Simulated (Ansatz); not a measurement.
The pair A = HF (SMILES F) (first 2 atoms), B = C2H3F (SMILES C=CF); geometry from B3LYP-D3(BJ)/def2-TZVP.
(charge 0, multiplicity 1):
```xyz
8

F     -0.100    -0.055    -0.307
H      0.020     0.443     0.472
C     -0.250    -1.190     2.874
C      0.014     0.064     3.163
F      0.176     1.007     2.185
H     -0.351    -1.535     1.855
H     -0.369    -1.897     3.682
H      0.134     0.507     4.141
```

Frozen-core correlation. MP2 and its Hartree–Fock in aug-cc-pVQZ are density fitted.

Codes used: Ansatz (a first-principles code). Values without a source in brackets are computed.

Total energies (hartree), monomers frozen at their geometry in the pair:

| structure | HF/aug-cc-pVQZ | MP2/aug-cc-pVDZ | MP2/aug-cc-pVQZ |
|---|---|---|---|
| AB | -277.0402979 | -277.6510570 | -277.9700906 |
| A in the pair's basis | -100.0676532 | -100.2565572 | -100.3697255 |
| B in the pair's basis | -176.9670192 | -177.3880243 | -177.5928337 |
| A | -100.0675885 | -100.2557455 | -100.3694631 |
| B | -176.9669682 | -177.3871176 | -177.5925511 |

### Question
Work out the interaction energy without and with the counterpoise correction, and the superposition error, for each level.

### Answer

E(AB) − E(A) − E(B), times 627.509 kcal/mol, with the monomers in their own basis and then in the pair's basis:
- HF/aug-cc-pVQZ: -3.60 uncorrected, -3.53 corrected; the monomers gain 0.07 kcal/mol from borrowed functions
- MP2/aug-cc-pVDZ: -5.14 uncorrected, -4.06 corrected; the monomers gain 1.08 kcal/mol from borrowed functions
- MP2/aug-cc-pVQZ: -5.07 uncorrected, -4.73 corrected; the monomers gain 0.34 kcal/mol from borrowed functions
